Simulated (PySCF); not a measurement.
C7H14FN.
SMILES with atom numbers: `[CH3:1][C:2]([CH3:3])([CH3:4])[C@@H:5]1[NH:6][CH2:7][C@H:8]1[F:9]` (hydrogens: H10, H11, H12 on C1; H13, H14, H15 on C3; H16, H17, H18 on C4; H19 on C5; H20 on N6; H21, H22 on C7; H23 on C8)

Computed with PySCF 2.14.0, PBE0-D3(BJ)/def2-SVP geometry optimisation, gas phase.

Problem. Give the optimised bond lengths and angles.

Solution. 
```
                   bond  length (bohr)   order
    C1–C2, C2–C3, C2–C4          2.889  single
                  C2–C5          2.893  single
                  C5–N6          2.776  single
                  N6–C7          2.770  single
                  C7–C8          2.889  single
                  C8–F9          2.578  single
                  C5–C8          2.897  single
C1–H10 and 8 like bonds          2.081  single
                 C5–H19          2.099  single
                 N6–H20          1.920  single
                 C7–H21          2.083  single
                 C7–H22          2.092  single
                 C8–H23          2.080  single
```

Bonds in one row agree within 0.02 bohr and their mean is given. Orders are formal, as drawn. A selection of angles:
```
    angle  degrees
 C1–C2–C3    110.5
 C1–C2–C5    108.1
 C3–C2–C5    110.8
 C2–C5–N6    117.5
 C2–C5–C8    121.7
 N6–C5–C8     87.8
 C5–N6–C7     91.3
 N6–C7–C8     88.1
 C7–C8–F9    116.9
 C5–C8–C7     86.5
 C5–C8–F9    116.2
H20–N6–C5    116.4
H20–N6–C7    116.3
```

Torsions: C1–C2–C5–N6 175° (antiperiplanar); C2–C5–N6–C7 -144° (anticlinal); C5–N6–C7–C8 19° (synperiplanar); N6–C7–C8–F9 -136° (anticlinal); C2–C5–C8–C7 140° (anticlinal).

N6 (secondary amine nitrogen) is pyramidal (angles 116.4°, 116.3° and 91.3°, sum 324.0°, 0.44 Å off the plane of its three neighbours). Of the pairs four or more bonds apart, H13···H23 is among the closest relative to their van der Waals radii: 2.20 Å, 92 % of the sum of Bondi's values. The 4-membered ring C5–N6–C7–C8 has internal angles of 86.5° to 91.3°; it is puckered, 0.12 Å rms from its mean plane, widest ring torsion 19°.

Point group: C1 (no symmetry element, even within 0.4 Å). No PBE0-D3(BJ)/def2-SVP frequencies stand behind this structure, so it isn't proved a minimum. The numbers are those of one conformer.
